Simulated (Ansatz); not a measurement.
GaI₃, singlet, geometry from GFN2-xTB (such geometries of metal compounds can be far from the true shape) (all electrons, no relativity). Base run: R2SCAN/3-21G (Ansatz, an electronic-structure program).

Geometry (Å):
```xyz
4

Ga     0.0000     0.0000     0.0000
I     -2.0597    -1.4301    -0.0467
I      0.0157     2.2149    -1.1763
I      2.0440    -0.7848     1.2230
```
Charge 0, spin multiplicity 1.
All else is at Ansatz's defaults.
Base energy -22586.73136 Eh.

The base run was repeated with changes; each row names its change, and settings that it needs were set with it.

```csv
change,ΔE vs base (kcal/mol)
base,0.000
"final_grid = 6, 12, 29",-0.94
lower_state_search = full,0.000
lower_state_search = off,0.000
"final_grid = 14, 28, 59",0.003
"final_grid = 10, 20, 41",-0.001
"point_charge = charge:0.5 position_ang:-0.1515, -3.1204, -4.5362",0.509
nuclear_model = gaussian,136.5
"point_charge = charge:1.0 position_ang:-0.9409, -5.372, -0.7706",-3.27
forces = on,0.000
```
